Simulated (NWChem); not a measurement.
System: MoNHOCl2; SMILES [Cl][Mo](=[O])([Cl])=[NH]

def2 effective core potentials on Mo; no spin-orbit coupling.

Q: Give the equilibrium geometry at PBE0/def2-SVP with def2 effective core potentials on Mo (NWChem) as an XYZ file, with the point group.

A: point group Cs; any orientation.
```
6

Mo     0.2363    -0.0229     0.0000
O      1.2786     1.2692     0.0000
N      1.1875    -1.4466     0.0000
H      2.1339    -1.8305     0.0000
Cl    -1.0021    -0.0060     1.9046
Cl    -1.0021    -0.0060    -1.9046
```
